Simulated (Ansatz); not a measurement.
Molecule: sum formula H$_{2}$BO (charge 0, doublet). It need not be the lowest isomer of its formula. SMILES: [BH]O
Structure (B3LYP-D3(BJ)/def2-TZVP (Ansatz, a quantum-chemistry and plane-wave program) minimum search):
```xyz
4

B     -0.7319     0.1970     0.2269
O      0.4516    -0.3244    -0.0878
H     -1.0577     1.3406     0.0563
H      1.1043     0.2699    -0.4882
```
Charge 0, spin multiplicity 2.

Property: atomisation energy (electronic, to ground-state atoms), in kJ/mol. Valence correlation only, unless marked. UHF or UKS for open shells. No spin-orbit coupling. Non-relativistic. The coupled-cluster limit lacks core correlation, which all-electron functionals hold. CBS(X,Y): correlation extrapolated as X^-3; Hartree-Fock from the larger set.

```tsv
level	program	atomisation energy (kJ/mol)
HF/def2-SVPD	Ansatz	1026.8
```

**Question.** Predict the CCSD(T)/CBS(aug-cc-pVTZ,aug-cc-pVQZ) result (Ansatz).

**Answer.** 1350.9 kJ/mol, so HF/def2-SVPD differs from it by -324.1 kJ/mol.
